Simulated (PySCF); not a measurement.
FS, doublet, geometry from GFN2-xTB. Base run: PBE/aug-cc-pVDZ in PySCF.

Input for PySCF:
```python
from pyscf import gto, scf, dft, solvent

mol = gto.M(
    atom='''
S    -0.00000000   -0.00000000   -0.58553682
F     0.00000000    0.00000000    1.04095435
''',
    basis='aug-cc-pvdz',
    spin=1,
    verbose=4,
)

mf = dft.UKS(mol)
mf.xc = 'pbe'
mf.kernel()
mf.analyze()
```

Each row names what was changed in the base input (with any setting that the change needs).

| change | ΔE vs base (kcal/mol) | dipole (D) |
|---|---|---|
| base | 0.000 | 0.67 |
| model = IEF-PCM; solvent = dimethylsulfoxide; vdw_scale = 1.4 | -0.582 | 0.78 |
| model = IEF-PCM; solvent = chloroform | -0.84 | 0.79 |
| model = IEF-PCM; solvent = dimethylsulfoxide; lebedev_order = 41 | -1.19 | 0.85 |
| model = IEF-PCM; solvent = 2-propanol | -1.13 | 0.84 |
| model = IEF-PCM; solvent = dimethylsulfoxide | -1.19 | 0.85 |
| model = ddCOSMO; solvent = dimethylsulfoxide | -1.05 | 0.83 |
| model = IEF-PCM; solvent = dimethylsulfoxide; vdw_scale = 1.0 | -2.97 | 1.01 |
| model = IEF-PCM; solvent = dimethylsulfoxide; r_probe = 0.5 | -0.451 | 0.76 |
| model = SS(V)PE; solvent = dimethylsulfoxide | -1.19 | 0.85 |
| model = COSMO; solvent = dimethylsulfoxide | -1.19 | 0.85 |
| model = IEF-PCM; solvent = water | -1.21 | 0.85 |

The base is the gas phase, so ΔE is the electrostatic part of solvation at a fixed geometry, without cavity and dispersion terms.

Open shells are given as the SCF converged; they aren't shown to be the lowest states, and a large step between rows can be another state.
